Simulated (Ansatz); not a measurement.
Gas-phase reaction in SMILES: C[Si](C)(C)F -> [CH2][Si](C)(C)F + H atom (the C-H bond at the site shown breaks; other sites are not compared here)
Geometries: B3LYP-D3(BJ)/def2-TZVP minima from Ansatz (a quantum-chemistry and plane-wave program), one conformer each, not searched for the lowest.
Geometry of the first species:
SMILES: C[Si](F)(C)C
```xyz
14

C      1.5018    -0.8629    -0.6679
Si     0.0038     0.0021     0.0286
C     -1.5516    -0.9875    -0.2520
C     -0.1576     1.7365    -0.6370
F      0.2171     0.1192     1.6297
H      1.4167    -0.9726    -1.7519
H      2.4141    -0.3003    -0.4592
H      1.6157    -1.8605    -0.2387
H     -2.4170    -0.4974     0.1988
H     -1.4666    -1.9863     0.1811
H     -1.7506    -1.1018    -1.3205
H     -1.0099     2.2524    -0.1898
H     -0.3046     1.7238    -1.7199
H      0.7390     2.3237    -0.4280
```

Property: bond dissociation energy (electronic energy difference), in kcal/mol. Valence correlation only, unless marked. UHF or UKS for open shells. Spin-orbit coupling is left out. No relativistic terms. CBS marks a two-point X^-3 extrapolation of the correlation energy; Hartree-Fock from the larger set.

| level | program | bond dissociation energy (kcal/mol) |
|---|---|---|
| PBE-D4/def2-TZVPD | Ansatz + dftd4 | 105.8 |
| PBE0/6-31G* | Ansatz | 106.4 |

**Question.** Estimate the value at CCSD(T)/CBS(cc-pV(T+d)Z,cc-pV(Q+d)Z) as computed with Ansatz.

**Answer.** 108.9 kcal/mol
